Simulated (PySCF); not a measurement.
Species: CH6BN2 (charge 0, doublet). It need not be the lowest isomer of its formula. SMILES: [CH2]B(N)N
Structure (B3LYP-D3(BJ)/def2-TZVP (Ansatz) minimum search):
```
B
N 1 1.4230
H 2 1.0037 1 122.20
H 2 1.0050 3 113.50 1 180.00
N 1 1.4230 2 120.70 3 180.00
H 5 1.0037 1 122.20 2 -180.00
H 5 1.0050 6 113.50 1 -180.00
C 1 1.5426 2 119.65 3 0.00
H 8 1.0849 1 123.02 2 0.00
H 8 1.0849 9 113.97 1 -180.00
```
Charge 0, spin multiplicity 2.

Dispersion corrections to the total energy (kcal/mol) from the dftd3 and dftd4 libraries through PySCF: D3(BJ) without and D4 with the three-body term, each with the damping fitted for the functional named.

```
functional  D3(BJ)     D4
----------  ------  -----
PW6B95         [?]  -3.00
LC-wPBE      -3.33  -3.77
PBE0           [?]  -2.84
TPSSh          [?]  -4.21
PBE          -3.73  -3.42
HSE06        -2.27  -2.61
B2PLYP       -2.82  -2.38
```

### Question
What belongs in the gaps?

### Answer

- PW6B95, D3(BJ): -1.69
- PBE0, D3(BJ): -3.14
- TPSSh, D3(BJ): -4.19
